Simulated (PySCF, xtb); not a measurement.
NiO, SMILES [O]=[Ni] (connectivity only; charge and spin as stated), neutral, multiplicity 3.

Harmonic wavenumbers (cm⁻¹) from GFN2-xTB (xtb) at its own minimum, in rising order: 713.

Q: What does PBE0-D3(BJ)/def2-TZVPD (PySCF) give at its own minimum? (Estimate from the structure and the level; the computed values follow.)

A: 886. Paired by order, the mean absolute difference is 173 cm⁻¹ and the zero-point energies are 1.0 and 1.3 kcal/mol.
